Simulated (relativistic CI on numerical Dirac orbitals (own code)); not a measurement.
# What each ingredient does to the levels of Cd²⁺

Base calculation: Dirac-Coulomb-Breit CI, orbitals from a KLI potential per configuration, a model potential for QED, valence Slater integrals scaled by 0.85, P86 correlation energy added to each configuration.

Configurations in the expansion (outside the closed core [Kr]): 4d¹⁰, 4d⁹5s, 4d⁹5p, 4d⁹4f, 4d⁸5s², 4d⁹5d, 4d⁹6s, 4d⁹6p, 4d⁸4f², 4d⁹7s, 4d⁹6d, 4d⁸5s5p, 4d⁹7p, 4d⁹5f, 4d⁹5g, 4d⁹7d, 4d⁹6f, 4d⁸5p², 4d⁸5s6s. Levels of other configurations are missing.

Variants: (1) self-excluded LDA correlation estimate; (2) Slater integrals left unscaled; (3) configuration mixing switched off. Shifts of the energy above 4d¹⁰ ¹S0, in cm⁻¹, for the lowest level and the first level of each name with at least 55 % of one term (blank where a level changes its place among those of its configuration and J or its character, or is not in the variant):

```csv
Level,Base,Δ(1),Δ(2),Δ(3),Measured
4d¹⁰ ¹S0,0.0,0.0,0.0,0.0,0.0
4d⁹5s ³D3,84041.9,+25.9,-61.8,-586.5,80454.3
4d⁹5s ³D2,85943.6,+27.1,+110.1,-477.5,82354.6
4d⁹5s ³D1,89608.9,+25.9,-25.8,-592.2,86219.5
4d⁹5s ¹D2,92399.1,+30.0,+587.4,-174.1,88871.8
4d⁹5p ³P°2,135474.9,+526.1,-622.6,-564.9,
4d⁹5p ³F°3,138277.2,+525.8,+1.8,-688.6,
4d⁹5p ³P°1,140035.7,+526.4,-484.2,-577.5,
4d⁹5p ³F°4,140523.3,+524.9,-21.9,-845.5,
4d⁹5p ³F°2,142178.6,+525.7,+9.5,-751.1,
4d⁹5p ³P°0,143130.1,+526.3,-536.1,-589.4,
4d⁹5p ³D°3,144385.0,+527.1,+570.4,-415.7,
4d⁹5p ¹D°2,144630.3,+527.8,+545.1,-442.6,
4d⁹5p ¹P°1,148321.3,+536.6,,-385.2,
```

Correlation outside the listed configurations is missing or only estimated: errors of thousands of cm⁻¹ between configurations and terms are usual at this charge. Rates and lifetimes follow the computed energies and can be off by large factors. The fine structure of a lone outer electron comes out too small, for d and f at times inverted, and misplaced configurations move strength between like terms. 18 of the 28 excited levels that our extract of the measured tables holds in this range could be paired (the sources list more); they are missed by 4028 cm⁻¹ on average and 8033 at most, and levels without a partner can miss by more.

Measured levels: Moore, Atomic Energy Levels, vol. III, NSRDS-NBS 35 (1971 reprint of NBS Circular 467, 1958).

Ionisation energy from the two ground configurations alone: base 37.15 eV; self-excluded LDA correlation estimate 37.47 eV. The NIST ASD value (measured) is 37.468 eV.

LS names give the leading component of a level, which can be under half, so a name can repeat, a term be missing and a line seem to break the LS rules.
